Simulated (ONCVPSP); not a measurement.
zinc (Zn): from the effect back to the setting (ONCV)

Base potential:

* Element: zinc
* Generator: ONCVPSP 4.0.1
* Type: optimised norm-conserving Vanderbilt (ONCV)
* Functional: PBEsol
* Relativity: scalar-relativistic
* Frozen core: [Ne] 3s2
* Valence charge: 18
* Reference configuration: 3p6 3d10 4s2
* Partial waves: 4s: rc 2.05 bohr, ncon 3, nbas 6, qcut 2.8 1/bohr, 2 projectors, debl 3.1 Ha; 3p: rc 1.00 bohr, ncon 4, nbas 9, qcut 14.2 1/bohr, 2 projectors, debl 3.6 Ha; 3d: rc 1.15 bohr, ncon 3, nbas 7, qcut 12.6 1/bohr, 1 projector
* Local potential: polynomial inside 0.90 bohr (lpopt 1, dvloc0 0 Ha)
* Core correction: Teter function, fcfact 5.25, rcfact 1.75

Cutoffs, loose and tight: the cutoffs (Ha) at which the residual kinetic energy of the hardest occupied pseudo-wave falls to 1 and 0.1 mHa per electron. They do not see the model core or the augmentation charge, which bear on the density cutoff. Test errors are all-electron minus pseudo excitation energies from the reference, over the configurations 3p6 3d10 4s1; 3p6 3d10 4s0; 3p6 3d9 4s0; 3p6 3d10 4s0 4p1; variants that change the core or the reference have their own tests.

Only the scale of all radii but the core radius (base = 1) is moved:

```csv
scale of all radii but the core radius (base = 1),"cutoff, loose","cutoff, tight",bound ghosts,largest test error (meV)
0.79,115 Ha,320 Ha,s,+36
0.87,74 Ha,178 Ha,s,-30
1,66 Ha,74 Ha,none,-71
1.11,62 Ha,68 Ha,none,-205
1.3,54 Ha,63 Ha,none,-503
```

Q: One more run gave cutoff, loose: 59 Ha; cutoff, tight: 67 Ha; bound ghosts: none; largest test error (meV): -299. Which value of the scale of all radii but the core radius (base = 1) was used?

A: 1.18. The loose cutoff moves one way along this sweep, from 115 Ha at 0.79 to 54 Ha at 1.3, which places the run between 1.11 and 1.3.
